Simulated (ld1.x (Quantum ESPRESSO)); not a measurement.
# Varying the TM potential for Zr

Base potential:

- Element: zirconium (Zr)
- Generator: ld1.x (Quantum ESPRESSO) 7.5
- Type: norm-conserving Troullier–Martins (Kleinman–Bylander form)
- Functional: LDA (PZ)
- Relativity: scalar-relativistic
- Frozen core: [Ar] 3d10
- Valence charge: 12
- Reference configuration: 4s2 4p6 4d2 5s1.75 5p0.25
- Partial waves: 4p (bound): rc 1.95 bohr; 4d (bound): rc 2.30 bohr; 4s (bound): rc 1.30 bohr
- Local potential: the s channel
- Core correction: Bessel-smoothed model core inside 0.60 bohr

Occupied shells without a wave of their own: 5p, 5s. They enter only through the test configuration that unscreens the potential, and ld1.x also counts them in the model core charge.

All-electron outer shells of the reference configuration (LDA (PZ), scalar-relativistic, ld1.x):

```csv
shell,level (eV),outermost node (bohr),outermost maximum (bohr)
3p,-317.56,0.18,0.40
3d,-175.27,–,0.35
4s,-54.83,0.55,1.08
4p,-32.82,0.56,1.17
5s,-4.79,1.47,3.11
4d,-4.01,0.58,1.61
5p,-1.72,1.70,4.10
```

Cutoffs, loose and tight: the cutoffs (Ry, on a coarse ladder) from which the occupation-weighted sum of valence levels, in a spherical-Bessel basis at the reference potential, stays within 10 and 1 mRy of its value at 400 Ry. They do not see the model core or the augmentation charge, which bear on the density cutoff. Test errors are all-electron minus pseudo excitation energies from the reference, over the configurations 4s2 4p6 4d2 5s2 5p0; 4s2 4p6 4d2 5s1 5p0; 4s2 4p6 4d2 5s0 5p0; 4s2 4p6 4d2 5s1 5p1; 4s2 4p6 4d2 5s0 5p1; 4s1 4p6 4d2 5s2 5p0; 4s2 4p6 4d2.5 5s1.5 5p0 (two spin-polarised tests are not counted in the largest error). A dash means not determined; rows that change the core or the reference have their own tests.

With those shells counted twice in exchange and correlation these files are broken, and their errors move erratically; no question is asked of them.

| change | outcome | cutoff, loose | cutoff, tight | bound ghosts | largest test error (meV) |
| --- | --- | --- | --- | --- | --- |
| base | generated | 80 Ry | 140 Ry | none | -821 |
| all radii but the core radius scaled by about 0.80 (s 1.04, p 1.56, d 1.84 bohr) | generated | 90 Ry | 160 Ry | none | -759 |
| all radii but the core radius scaled by about 0.87 (s 1.14, p 1.70, d 2.00 bohr) | generated | 80 Ry | 160 Ry | none | -742 |
| all radii but the core radius scaled by about 1.05 (s 1.36, p 2.04, d 2.40 bohr) | generated | 70 Ry | 140 Ry | none | -898 |
| all radii but the core radius scaled by about 1.17 (s 1.52, p 2.28, d 2.70 bohr) | generated, misses its reference levels by 0.19 eV | 60 Ry | 100 Ry | none | -1193 |
| all radii but the core radius scaled by about 1.28 (s 1.66, p 2.50, d 2.96 bohr) | generated, misses its reference levels by 0.39 eV | 50 Ry | 70 Ry | none | -1786 |
| all radii but the core radius scaled by about 1.35 (s 1.76, p 2.62, d 3.10 bohr) | generated, misses its reference levels by 0.55 eV | 40 Ry | 60 Ry | none | -2244 |

Reading the sweep of the scale of all radii but the core radius (base = 1) (base included, trends over the rows without a ghost): The loose cutoff falls from 90 Ry at 0.8 to 40 Ry at 1.35. A larger radius leaves more room for a smooth pseudo-wave, so fewer plane waves are needed; a smaller one forces it to follow the all-electron wave where it bends sharply. The median size of the test errors (rows with all tests solved) rises from 24.4 meV at 0.8 to 332.6 meV at 1.35. More of the atom is replaced by a form fitted at one configuration, so other configurations suffer as the radius grows.
